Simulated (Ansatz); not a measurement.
Stepwise reaction of `CC[O][Sb]([SiH3])[O]CC` with hydrogen, as a gas-phase model of exchange steps in deposition or etching. ΔE in kJ/mol.

Computed with Ansatz on PBE0-D4/def2-TZVP structures; ΔE is electronic, products minus reactants. CCSD(T)/CBS adds triple-zeta CCSD(T) − MP2 to the extrapolated MP2 energy (def2 sets, frozen cores). This one scheme is used for every species. Functionals use def2-TZVPP. B3LYP here is the variant with VWN-RPA as its local correlation; programs differ in this. def2 core potentials past Kr. For Sb outer-core shells are correlated without core-valence functions, which leaves a few kJ/mol of doubt a bond. Each species was taken in one conformer, which may not be the lowest.

| step | reaction | PBE-D4 | B3LYP-D4 | ωB97M-V | CCSD(T)/CBS |
| --- | --- | --- | --- | --- | --- |
| 2 | `CC[O][SbH][SiH3]` + H₂ → `[SiH3][SbH2]` + `CCO` | -26.0 | -23.5 | -32.7 | -24.7 |

Q: Give the row of step 1, `CC[O][Sb]([SiH3])[O]CC` + H₂ → `CC[O][SbH][SiH3]` + `CCO`. (Estimate.)

A: Ansatz gave: 
```json
{"step": "1", "reaction": "`CC[O][Sb]([SiH3])[O]CC` + H₂ → `CC[O][SbH][SiH3]` + `CCO`", "PBE-D4": "13.7", "B3LYP-D4": "14.4", "ωB97M-V": "6.6", "CCSD(T)/CBS": "15.1"}
```

Q: By hand: ΔE of the 2 steps together at CCSD(T)/CBS.

A: (15.1) + (-24.7) = -9.6 kJ/mol, or -4.8 kJ/mol a step.

In ΔE each step is lower than the one before. PBE-D4 differs from CCSD(T)/CBS by -1.4 to -1.3 kJ/mol a step. Only this route is followed, and other bonds may react first. Isolated molecules leave out the surface, adducts and barriers. Largest T1 diagnostic: 0.014.
